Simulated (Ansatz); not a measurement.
Mulliken charges of AlBH$_{4}$O$_{2}$, SMILES `B[O][AlH][OH]` from PBE/def2-TZVPP in Ansatz (PBE0-D4/def2-TZVP geometry).

| atom | x (Å) | y (Å) | z (Å) | charge (e) |
| --- | --- | --- | --- | --- |
| B1 | -0.401 | 1.755 | -0.150 | 0.105 |
| O2 | 0.086 | 0.515 | -0.126 | -0.189 |
| Al3 | 0.728 | -1.042 | -0.108 | 0.421 |
| O4 | -0.184 | -2.334 | 0.471 | -0.372 |
| H5 | -0.996 | 2.142 | -1.123 | -0.024 |
| H6 | -0.243 | 2.475 | 0.803 | -0.024 |
| H7 | 2.178 | -1.295 | -0.632 | -0.095 |
| H8 | -1.076 | -2.274 | 0.810 | 0.179 |

Question: By hand: the dipole of these point charges (1 e Å = 4.8032 D).

Answer: Σ q r = (-0.053, 0.122, 0.000) e Å, of length 0.133 e Å = 0.64 D.

Question: How does the dipole of the full density compare? (An estimate is asked.)

Answer: Ansatz gave: (-0.125, -0.106, 0.067) e Å, 0.85 D; the point charges give 0.75 times that, at 106° from its direction.

Point charges leave out the atoms' own dipoles, such as those of lone pairs, and Mulliken's split depends on the basis, so the two needn't agree.
